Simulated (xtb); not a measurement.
C2H9FOSi2, SMILES C[Si@H](O)[C@H](F)[SiH3]. All values are semi-empirical tight-binding results from xtb (GFN2-xTB unless named), good for trends rather than for accurate numbers. Geometry: GFN2-xTB. The structure was generated by enumeration; whether it is a known compound was not checked. The values are those of a single conformer.

Task: Estimate the properties. (An estimate is asked for; the answer gives what the named calculation found.)

Result: 
The orbital gap comes out as 5.25 eV and the dipole moment is 2.68 D. The zero-point energy is 63.4 kcal/mol and the G − E(el) at 298.15 K (modified RRHO) is 41.1 kcal/mol. The static polarisability (D4 model) is 89.5 bohr³ and the solvation energy, GFN2-xTB/ALPB(water) comes out as -6.0 kcal/mol. The solvation energy, GFN2-xTB/ALPB(benzene) is -4.8 kcal/mol.
